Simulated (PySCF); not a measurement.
PySCF input for BrClFHOSi, SMILES F[Si](Cl)(O)Br, TDA-PBE/def2-SVPD. Coordinates come from a B3LYP-D3(BJ)/def2-SVP optimisation. One conformer was computed; it need not be the lowest.

```python
import numpy as np
from pyscf import gto, scf, dft, tdscf

mol = gto.M(
    atom='''
    O    -1.63387157   -1.17536601   -0.48900235
    Si   -0.26736239   -0.60659032    0.20509023
    F    -0.31719739   -0.79426824    1.80488534
    Cl    1.29604983   -1.69264704   -0.51641626
    Br    0.00211824    1.55613726   -0.17167154
    H    -2.43816304   -0.64619776   -0.41563218
    ''',
    basis='def2-SVPD',
    charge=0,
    spin=0,
    max_memory=1600,
    verbose=4,
)
mf = dft.RKS(mol, xc='pbe').density_fit(auxbasis='def2-universal-jkfit')
mf.grids.level = 3
mf.conv_tol = 1e-9
mf.max_cycle = 100
mf.kernel()
mf.grids = dft.Grids(mol).set(level=1).build(with_non0tab=True)  # coarser grid for the response kernel
td = tdscf.TDA(mf)
td.singlet = True
td.nstates = 10
td.conv_tol = 1e-4
td.positive_eig_threshold = 1e-6
td.kernel(x0=td.get_init_guess(mf, 15))
td.analyze()
tt = tdscf.TDA(mf)
tt.singlet = False
tt.nstates = 4
tt.conv_tol = 1e-4
tt.positive_eig_threshold = 1e-6
tt.kernel(x0=tt.get_init_guess(mf, 9))
tt.analyze(verbose=3)
```

Log of the run:

```
PySCF version 2.14.0

[INPUT] verbose = 4
[INPUT] num. atoms = 6
[INPUT] num. electrons = 84
[INPUT] charge = 0
[INPUT] spin (= nelec alpha-beta = 2S) = 0
[INPUT] symmetry False subgroup None
[INPUT] Mole.unit = angstrom
[INPUT] Symbol           X                Y                Z      unit          X                Y                Z       unit  Magmom
[INPUT]  1 O     -1.633871570000  -1.175366010000  -0.489002350000 AA   -3.087569790013  -2.221119855023  -0.924080515769 Bohr   0.0
[INPUT]  2 Si    -0.267362390000  -0.606590320000   0.205090230000 AA   -0.505241693109  -1.146289574612   0.387564365524 Bohr   0.0
[INPUT]  3 F     -0.317197390000  -0.794268240000   1.804885340000 AA   -0.599416194527  -1.500949443040   3.410738978842 Bohr   0.0
[INPUT]  4 Cl     1.296049830000  -1.692647040000  -0.516416260000 AA    2.449179222489  -3.198639331156  -0.975885297672 Bohr   0.0
[INPUT]  5 Br     0.002118240000   1.556137260000  -0.171671540000 AA    0.004002893466   2.940673233631  -0.324412193982 Bohr   0.0
[INPUT]  6 H     -2.438163040000  -0.646197760000  -0.415632180000 AA   -4.607460392637  -1.221136788707  -0.785430988756 Bohr   0.0

nuclear repulsion = 529.520582211804
number of shells = 58
number of NR pGTOs = 246
number of NR cGTOs = 146
basis = def2-SVPD
ecp = {}


******** <class 'pyscf.df.df_jk.DFRKS'> ********
method = DFRKS
initial guess = minao
damping factor = 0
level_shift factor = 0
DIIS = <class 'pyscf.scf.diis.CDIIS'>
diis_start_cycle = 1
diis_space = 8
diis_damp = 0
SCF conv_tol = 1e-09
SCF conv_tol_grad = None
SCF max_cycles = 100
direct_scf = False
XC library pyscf.dft.libxc version 7.1.2
    S. Lehtola, C. Steigemann, M. J. T. Oliveira, and M. A. L. Marques,  SoftwareX 7, 1–5 (2018)
XC functionals = pbe
    J. P. Perdew, K. Burke, and M. Ernzerhof,  Phys. Rev. Lett. 77, 3865 (1996)
    J. P. Perdew, K. Burke, and M. Ernzerhof,  Phys. Rev. Lett. 78, 1396 (1997)
    J. P. Perdew, K. Burke, and M. Ernzerhof,  Phys. Rev. Lett. 77, 3865 (1996)
    J. P. Perdew, K. Burke, and M. Ernzerhof,  Phys. Rev. Lett. 78, 1396 (1997)
radial grids:
    Treutler-Ahlrichs [JCP 102, 346 (1995); DOI:10.1063/1.469408] (M4) radial grids

becke partition: Becke, JCP 88, 2547 (1988); DOI:10.1063/1.454033
pruning grids: <function nwchem_prune>
grids dens level: 3
symmetrized grids: False
atomic radii adjust function: <function treutler_atomic_radii_adjust>
small_rho_cutoff = 0
Set gradient conv threshold to 3.16228e-05
Initial guess from minao.
tot grids = 96640
init E= -3497.58475321142
  HOMO = -0.311444227260161  LUMO = -0.0715229484861672  gap/eV = 6.52859
cycle= 1 E= -3498.02301604494  delta_E= -0.438  |g|= 0.907  |ddm|= 3.48
  HOMO = -0.176879949168853  LUMO = -0.0618970626138347  gap/eV = 3.12884
cycle= 2 E= -3497.35983348823  delta_E= 0.663  |g|= 2.04  |ddm|= 2.75
  HOMO = -0.268772950334609  LUMO = -0.0603028171548634  gap/eV = 5.67276
cycle= 3 E= -3498.16704997126  delta_E= -0.807  |g|= 0.176  |ddm|= 2.06
  HOMO = -0.290188676801033  LUMO = -0.0610762669651228  gap/eV = 6.23447
cycle= 4 E= -3498.17252212382  delta_E= -0.00547  |g|= 0.125  |ddm|= 0.378
  HOMO = -0.290050134408103  LUMO = -0.0632125073027661  gap/eV = 6.17257
cycle= 5 E= -3498.1756674912  delta_E= -0.00315  |g|= 0.0303  |ddm|= 0.137
  HOMO = -0.286921759354782  LUMO = -0.0614224184018402  gap/eV = 6.13615
cycle= 6 E= -3498.17582689608  delta_E= -0.000159  |g|= 0.0132  |ddm|= 0.0432
  HOMO = -0.287190896124683  LUMO = -0.0613545852286714  gap/eV = 6.14532
cycle= 7 E= -3498.17585745572  delta_E= -3.06e-05  |g|= 0.00298  |ddm|= 0.0153
  HOMO = -0.287258105908384  LUMO = -0.0615675462547611  gap/eV = 6.14135
cycle= 8 E= -3498.17585976344  delta_E= -2.31e-06  |g|= 0.00085  |ddm|= 0.00477
  HOMO = -0.287237412573675  LUMO = -0.0615364521057775  gap/eV = 6.14164
cycle= 9 E= -3498.17585993815  delta_E= -1.75e-07  |g|= 0.000121  |ddm|= 0.00123
  HOMO = -0.287223075443833  LUMO = -0.0615334601853732  gap/eV = 6.14133
cycle= 10 E= -3498.17585994112  delta_E= -2.97e-09  |g|= 7.36e-05  |ddm|= 0.000274
  HOMO = -0.287230501959917  LUMO = -0.0615348899892862  gap/eV = 6.14149
cycle= 11 E= -3498.17585994259  delta_E= -1.47e-09  |g|= 1.58e-05  |ddm|= 0.000118
  HOMO = -0.287229817820667  LUMO = -0.0615350284964449  gap/eV = 6.14147
cycle= 12 E= -3498.17585994266  delta_E= -6.5e-11  |g|= 3.97e-06  |ddm|= 2.39e-05
  HOMO = -0.287230013345509  LUMO = -0.0615349693430804  gap/eV = 6.14147
Extra cycle  E= -3498.17585994265  delta_E= 1.82e-12  |g|= 5.38e-06  |ddm|= 1.21e-05
converged SCF energy = -3498.17585994265
tot grids = 33016
Overwritten attributes  positive_eig_threshold  of <class 'pyscf.tdscf.rks.TDA'>


******** <class 'pyscf.tdscf.rks.TDA'> for <class 'pyscf.df.df_jk.DFRKS'> ********
nstates = 10 singlet
deg_eia_thresh = 1.000e-03
wfnsym = None
conv_tol = 0.0001
eigh lindep = 1e-12
eigh level_shift = 0
eigh max_cycle = 100


Excitation energies (eV)
[6.32546956 6.32802434 6.95664554 7.14172989 7.21415433 7.31083287
 7.65242635 7.82393124 7.89536603 7.95015861]

** Singlet excitation energies and oscillator strengths **
Excited State   1:      6.32547 eV    196.01 nm  f=0.0189
      41 -> 43        0.56847
      42 -> 43       -0.40775
Excited State   2:      6.32802 eV    195.93 nm  f=0.0263
      41 -> 43        0.41085
      42 -> 43        0.56746
Excited State   3:      6.95665 eV    178.22 nm  f=0.0044
      40 -> 43        0.70067
Excited State   4:      7.14173 eV    173.61 nm  f=0.0017
      41 -> 44       -0.69019
      42 -> 44        0.11285
Excited State   5:      7.21415 eV    171.86 nm  f=0.0009
      39 -> 43        0.28371
      42 -> 44       -0.62451
Excited State   6:      7.31083 eV    169.59 nm  f=0.0407
      38 -> 43        0.13100
      39 -> 43        0.62077
      42 -> 44        0.23854
Excited State   7:      7.65243 eV    162.02 nm  f=0.0256
      37 -> 43       -0.12726
      38 -> 43       -0.63806
      40 -> 44       -0.18754
      41 -> 45        0.15225
Excited State   8:      7.82393 eV    158.47 nm  f=0.0080
      37 -> 43       -0.12543
      38 -> 43        0.17908
      40 -> 44       -0.65464
      41 -> 45       -0.11683
Excited State   9:      7.89537 eV    157.03 nm  f=0.0031
      41 -> 45        0.24386
      42 -> 45        0.65146
Excited State  10:      7.95016 eV    155.95 nm  f=0.0183
      37 -> 43       -0.46421
      40 -> 44        0.12837
      41 -> 45       -0.42135
      41 -> 46       -0.15982
      42 -> 45        0.18341
      42 -> 46        0.15767

** Transition electric dipole moments (AU) **
state          X           Y           Z        Dip. S.      Osc.
  1        -0.1247      0.2400      0.2206      0.1218      0.0189
  2         0.3940     -0.0910      0.0771      0.1695      0.0263
  3         0.1077      0.0914      0.0779      0.0260      0.0044
  4        -0.0623      0.0270     -0.0700      0.0095      0.0017
  5        -0.0183     -0.0187     -0.0652      0.0049      0.0009
  6         0.2633      0.3956     -0.0398      0.2274      0.0407
  7        -0.0235      0.2531     -0.2687      0.1368      0.0256
  8        -0.0905     -0.1655      0.0785      0.0417      0.0080
  9         0.1031      0.0533      0.0507      0.0160      0.0031
 10         0.0457     -0.2200     -0.2080      0.0937      0.0183

** Transition velocity dipole moments (imaginary part, AU) **
state          X           Y           Z        Dip. S.      Osc.
  1        -0.0252      0.0471      0.0542      0.0058      0.0166
  2         0.0805     -0.0218      0.0200      0.0074      0.0211
  3         0.0249      0.0217      0.0270      0.0018      0.0047
  4        -0.0127      0.0044     -0.0005      0.0002      0.0005
  5         0.0183      0.0092     -0.0208      0.0009      0.0021
  6         0.0663      0.0871     -0.0132      0.0122      0.0302
  7        -0.0123      0.0512     -0.0671      0.0073      0.0172
  8        -0.0142     -0.0465      0.0216      0.0028      0.0066
  9         0.0227      0.0131      0.0183      0.0010      0.0023
 10         0.0093     -0.0552     -0.0575      0.0064      0.0147

** Transition magnetic dipole moments (imaginary part, AU) **
state          X           Y           Z
  1        -0.2007      0.0221     -0.0651
  2        -0.1010      0.0516      0.2580
  3         0.1008      0.3169     -0.1338
  4         0.3496     -0.0109     -0.1271
  5        -0.0971     -0.0910     -0.5614
  6         0.0170      0.0298      0.1546
  7        -0.1415      0.0339      0.1903
  8         0.0079     -0.2868     -0.0740
  9        -0.0214     -0.2489      0.4742
 10        -0.0650      0.1475     -0.0111


******** <class 'pyscf.tdscf.rks.TDA'> for <class 'pyscf.df.df_jk.DFRKS'> ********
nstates = 4 triplet
deg_eia_thresh = 1.000e-03
wfnsym = None
conv_tol = 0.0001
eigh lindep = 1e-12
eigh level_shift = 0
eigh max_cycle = 100


Excitation energies (eV)
[5.96100794 5.97486749 6.69047421 6.89830369]

** Triplet excitation energies and oscillator strengths **
Excited State   1:      5.96101 eV    207.99 nm  f=0.0000
Excited State   2:      5.97487 eV    207.51 nm  f=0.0000
Excited State   3:      6.69047 eV    185.31 nm  f=0.0000
Excited State   4:      6.89830 eV    179.73 nm  f=0.0000
```

Self-consistency was reached.

Cost: around 70 core-seconds (rough).
